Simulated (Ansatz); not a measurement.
Cr(NH)2Cl2 (CrN2Cl2H2): single points at one geometry.

```yaml
crystal:
  periodic: [false, false, false]
  atoms:
    - {symbol: Cr, position_ang: [-0.387786, 0.006316, -0.271916]}
    - {symbol: N, position_ang: [-0.365062, -0.003790, 1.300905]}
    - {symbol: H, position_ang: [0.170063, -0.017327, 2.173088]}
    - {symbol: N, position_ang: [1.098707, -0.008326, -0.786172]}
    - {symbol: H, position_ang: [2.101059, -0.023701, -0.580522]}
    - {symbol: Cl, position_ang: [-1.283458, 1.849814, -0.904914]}
    - {symbol: Cl, position_ang: [-1.333522, -1.802997, -0.930479]}
basis:
  gaussian: {orbitals: def2-TZVPD, initial_orbitals: start.molden}
hamiltonian: {xc: r2scan, dispersion: d4}
scf: {omitted_lower_state_checks: [starts]}
output: {orbitals: {seedname: orbitals}}
```

The file start.molden holds the orbitals of an earlier run on this structure, at another level or in another basis.

```sh
$ ansatz run in.yaml --threads 4 --pin off --events-out ev --progress --plain --max-ram 3916MiB
```

It prints (some lines left out):

```
Functional definition: r2SCAN
1462 factors; their error is unknown
mean field evaluation 1: about -56479.8264 eV, gradient 1.3e1 eV
mean field evaluation 2: about -56479.9750 eV, gradient 2.1e-1 eV
mean field evaluation 4: about -56479.9597 eV, gradient 8.0e-4 eV
mean field -56479.95968171 eV, -2075.6002348112 hartree, gradient 2.7e-5 eV, S^2 0.000000; 0 other end points of the search recorded, 0 dependent functions left out
reference -56479.95970843 eV, -2075.6002357930 hartree; 37, 37 occupied and 195, 195 virtual orbitals, 1462 factors
Total energy: -56480.01880586 eV, -2075.6024075837 hartree
Checks for a lower state left out: starts
```

It took 8 s on 4 threads of Arm Neoverse V1 on a shared host.

First input, but with `gaussian: {orbitals: STO-3G}`, `hamiltonian: {xc: hf}` (abridged; 0.3 s):

```
Functional definition: HF
mean field evaluation 16: about -55789.4959 eV, gradient 1.2e-5 eV
mean field -55789.49591481 eV, -2050.2261593906 hartree, gradient 7.7e-5 eV, S^2 0.000000
Total energy: -55789.49591481 eV, -2050.2261593906 hartree
Checks for a lower state left out: starts
```

First input, but with `gaussian: {orbitals: def2-TZVP, initial_orbitals: start.molden}`, `hamiltonian: {xc: {name: LC-wPBE}}` (abridged; 3.6 s):

```
Functional definition: LC-wPBE
mean field -56467.80442287 eV, -2075.1535372880 hartree, gradient 2.5e-5 eV, S^2 0.000000
Total energy: -56467.80442288 eV, -2075.1535372883 hartree
Checks for a lower state left out: starts
```

The first input with `gaussian: {orbitals: def2-TZVP, initial_orbitals: start.molden}`, `hamiltonian: {xc: pbe}`, `correlation: {method: rpa}` and without the key `output` (abridged; 5.5 s):

```
Functional definition: PBE
mean field -56464.62737270 eV, -2075.0367828476 hartree, gradient 2.3e-6 eV, S^2 0.000000
17 core orbitals not correlated: weight in the atoms' cores, before any rotation towards them, 1.000 or more for the frozen orbitals, at most 0.000 for the correlated occupied ones
Total energy: -56443.22015297 eV, -2074.2500820330 hartree
Checks for a lower state left out: starts
```

First input, but with `gaussian: {orbitals: def2-TZVP, initial_orbitals: start.molden}`, `hamiltonian: {xc: {name: B97M-V}}` (abridged; 9.5 s):

```
Functional definition: B97M-V
mean field -56469.34709460 eV, -2075.2102294285 hartree, gradient 1.9e-5 eV, S^2 0.000000
Total energy: -56469.34716300 eV, -2075.2102319420 hartree
Checks for a lower state left out: starts
```

The first input with `gaussian: {orbitals: def2-TZVP, initial_orbitals: start.molden}`, `hamiltonian: {xc: pbe0, dispersion: d4}` (abridged; 4.6 s):

```
Functional definition: PBE0
mean field -56464.65687753 eV, -2075.0378671301 hartree, gradient 2.6e-5 eV, S^2 0.000000
Total energy: -56464.87792933 eV, -2075.0459906338 hartree
Checks for a lower state left out: starts
```

Geometry: PBE0-D4/def2-SVP.

LC-ωPBE has ω = 0.4 bohr⁻¹. Correlated methods freeze 17 core orbitals; core or outer-core shells of Cr are correlated, in sets that lack core-valence functions. The restricted singlet is unstable towards broken spin symmetry at other levels; at r2SCAN-D4/def2-TZVPD, LC-ωPBE/def2-TZVP, B97M-V/def2-TZVP, PBE0-D4/def2-TZVP this wasn't settled. The restricted singlet is unstable towards broken spin symmetry in Hartree–Fock (as tested in another run); at HF/STO-3G this wasn't settled. The geometry of the singlet was relaxed on an unsound state (restricted singlet, unstable towards broken spin symmetry at other levels and untested here).
